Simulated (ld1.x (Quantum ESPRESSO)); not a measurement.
Logarithmic derivatives: Zn, TM semilocal

zinc (Zn), norm-conserving Troullier–Martins (semilocal form), made with ld1.x (Quantum ESPRESSO) 7.5 (PBE, scalar-relativistic). Core [Ne] 3s2, reference 3p6 3d10 4s0 4p0 (charge +2). Waves: 4s (bound, empty): rc 2.30 bohr; 3d (bound): rc 1.30 bohr; 3p (bound): rc 0.75 bohr. Local part: the p channel. Core correction: Bessel-smoothed model core, default radius (core density twice the valence density).

The phase is arctan(r·u′/u) with u = r·R(r), unwrapped; energies in Ry, scanned from -10 to 5 Ry. A pole is an energy at which the radial function vanishes at the test radius. The pseudo phase is shifted by a multiple of π to meet the all-electron one at the reference energy, and phase errors are pseudo minus all-electron; the curves can meet again beyond the range given. Levels narrower than the energy grid can be missing from the lists of poles. n/a: not evaluated, since a narrow level or a reset projector energy made the automatic matching unsafe.

```json
{"channel": "s", "radius (bohr)": "2.50", "reference energy (Ry)": "-1.69", "poles, all-electron": "-0.31", "poles, pseudo": "-0.37", "unbroken range about the reference energy with phases within 0.05 rad": "below 1.1", "phase error 1 Ry above the reference energy (rad)": "-0.006"}
{"channel": "p", "radius (bohr)": "2.50", "reference energy (Ry)": "-7.67", "poles, all-electron": "0.82", "poles, pseudo": "0.81", "unbroken range about the reference energy with phases within 0.05 rad": "n/a", "phase error 1 Ry above the reference energy (rad)": "n/a"}
{"channel": "d", "radius (bohr)": "2.50", "reference energy (Ry)": "-2.27", "poles, all-electron": "-2.20, 2.86", "poles, pseudo": "-2.20, 3.22", "unbroken range about the reference energy with phases within 0.05 rad": "below -0.2", "phase error 1 Ry above the reference energy (rad)": "+0.005"}
```

Phases in the d channel:

| E (Ry) | all-electron | pseudo |
| --- | --- | --- |
| -10.00 | 1.438 | 1.438 |
| -9.76 | 1.436 | 1.436 |
| -9.52 | 1.434 | 1.434 |
| -9.28 | 1.432 | 1.432 |
| -9.04 | 1.430 | 1.430 |
| -8.80 | 1.428 | 1.428 |
| -8.56 | 1.426 | 1.426 |
| -8.32 | 1.424 | 1.424 |
| -8.08 | 1.421 | 1.421 |
| -7.84 | 1.419 | 1.419 |
| -7.60 | 1.416 | 1.416 |
| -7.36 | 1.413 | 1.413 |
| -7.12 | 1.410 | 1.410 |
| -6.88 | 1.407 | 1.407 |
| -6.64 | 1.403 | 1.403 |
| -6.40 | 1.399 | 1.399 |
| -6.16 | 1.395 | 1.395 |
| -5.92 | 1.391 | 1.391 |
| -5.68 | 1.387 | 1.387 |
| -5.44 | 1.382 | 1.382 |
| -5.20 | 1.376 | 1.376 |
| -4.96 | 1.370 | 1.370 |
| -4.72 | 1.364 | 1.364 |
| -4.48 | 1.356 | 1.357 |
| -4.24 | 1.348 | 1.348 |
| -4.00 | 1.339 | 1.339 |
| -3.76 | 1.328 | 1.328 |
| -3.52 | 1.315 | 1.315 |
| -3.28 | 1.298 | 1.299 |
| -3.04 | 1.276 | 1.276 |
| -2.80 | 1.240 | 1.241 |
| -2.56 | 1.157 | 1.158 |
| -2.32 | -0.164 | -0.161 |
| -2.08 | -1.733 | -1.732 |
| -1.84 | -1.829 | -1.827 |
| -1.60 | -1.881 | -1.879 |
| -1.36 | -1.929 | -1.924 |
| -1.12 | -1.982 | -1.975 |
| -0.88 | -2.048 | -2.038 |
| -0.64 | -2.139 | -2.121 |
| -0.40 | -2.272 | -2.241 |
| -0.16 | -2.484 | -2.427 |
| 0.08 | -2.832 | -2.724 |
| 0.32 | -3.325 | -3.167 |
| 0.56 | -3.792 | -3.644 |
| 0.80 | -4.103 | -3.995 |
| 1.04 | -4.292 | -4.215 |
| 1.28 | -4.413 | -4.355 |
| 1.52 | -4.496 | -4.448 |
| 1.76 | -4.556 | -4.515 |
| 2.00 | -4.602 | -4.566 |
| 2.24 | -4.639 | -4.606 |
| 2.48 | -4.670 | -4.638 |
| 2.72 | -4.697 | -4.665 |
| 2.96 | -4.722 | -4.689 |
| 3.20 | -4.745 | -4.711 |
| 3.44 | -4.766 | -4.731 |
| 3.68 | -4.788 | -4.749 |
| 3.92 | -4.810 | -4.767 |
| 4.16 | -4.833 | -4.785 |
| 4.40 | -4.859 | -4.803 |
| 4.64 | -4.889 | -4.823 |
| 4.88 | -4.924 | -4.843 |
